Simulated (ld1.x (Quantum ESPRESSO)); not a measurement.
# Before and after: TM semilocal potential for cerium

ld1.x (Quantum ESPRESSO) 7.5 input, shortened:

```
&input
   title='Ce', zed=58., rel=1, dft='PBE', iswitch=3,
   config='[Xe] 4f0 5d2 6s2 6p0'
 /
 &inputp
   pseudotype=1, tm=.true., lloc=0,
   nlcc=.false.
 /
4
5P  2  1   6.00   0.00  2.80  2.80  0.0
5D  3  2   2.00   0.00  3.60  3.60  0.0
4F  4  3   0.00   0.00  1.20  1.20  0.0
5S  1  0   2.00   0.00  1.40  1.40  0.0
 &test
   configts(1)='4f0 5s2 5p6 5d2 6s2 6p0'
 /
```

Occupied shells without a wave of their own: 6s. They enter only through the test configuration that unscreens the potential.

Change: wave 5d (bound): rc 3.60 bohr becomes 5d (bound): rc 3.02 bohr.

Cutoffs: the cutoffs (Ry, on a coarse ladder) from which the occupation-weighted sum of valence levels, in a spherical-Bessel basis at the reference potential, stays within 10 and 1 mRy of its value at 400 Ry; they do not see the model core or the augmentation charge, which bear on the density cutoff. Errors are all-electron minus pseudo energies relative to the spin-unpolarised reference configuration.

How do hardness, ghosts and transferability respond?

The potential gets neither clearly harder nor softer (50 Ry and 90 Ry → 50 Ry and 90 Ry); the s channel sets the loose cutoff, while the largest relative change is in d, which becomes harder; of the 7 tests that both files solve, the error grows in 1 and shrinks in 0 by more than 15 % and 0.3 meV (median size 633.0 → 667.3 meV); neither file shows a bound ghost at the reference potential, the only one tested. A semilocal file is local in each channel, so a ghost entry of none says nothing of the separable form that plane-wave codes build from it.

```tsv
quantity	base	changed
cutoff, loose	50 Ry	50 Ry
cutoff, tight	90 Ry	90 Ry
loose cutoff by channel (10 mRy a level)	p 10 Ry, d 10 Ry, s 45 Ry	p 10 Ry, d 12 Ry, s 45 Ry
bound ghosts	none	none
largest miss of a reference level, eV	0.06	0.06
error for 4f1 5s2 5p6 5d1 6s2 6p0, meV [ΔE -4.81 eV]	+685	+723
error for 4f1 5s2 5p6 5d1 6s1 6p0, meV [ΔE 1.26 eV]	+633	+667
error for 4f1 5s2 5p6 5d1 6s0 6p0, meV [ΔE 12.35 eV]	+536	+566
error for 4f1 5s2 5p6 5d2 6s0 6p0, meV [ΔE 1.43 eV]	+709	+724
error for 4f1 5s2 5p6 5d0 6s2 6p0, meV [ΔE 1.60 eV]	+551	+599
error for 4f1 5s2 5p5 5d1 6s2 6p0, meV [ΔE 23.05 eV]	+703	+715
error for 4f0 5s2 5p6 5d0 6s0 6p0, meV [ΔE 69.29 eV]	-273	-330
```

Base: The cutoffs count occupied waves only; the empty 4f level needs 200 Ry at the loose tolerance. These tests converged, but a pseudo level misses the all-electron one widely, so the file describes the atom poorly there or has found another state: 4f1 5s2 5p6 5d1 6s0 6p0: empty 6p by 7.1 eV; 4f1 5s2 5p6 5d0 6s2 6p0: empty 6p by 4.3 eV; 4f1 5s2 5p5 5d1 6s2 6p0: empty 6p by 4.4 eV. The 6s level has no wave, so the channel is fitted at the deeper level alone: the likely source of the large errors. Changed file: The cutoffs count occupied waves only; the empty 4f level needs 200 Ry at the loose tolerance. These tests converged, but a pseudo level misses the all-electron one widely, so the file describes the atom poorly there or has found another state: 4f1 5s2 5p6 5d1 6s0 6p0: empty 6p by 7.1 eV; 4f1 5s2 5p6 5d0 6s2 6p0: empty 6p by 4.3 eV; 4f1 5s2 5p5 5d1 6s2 6p0: empty 6p by 4.4 eV. The 6s level has no wave, so the channel is fitted at the deeper level alone: the likely source of the large errors.
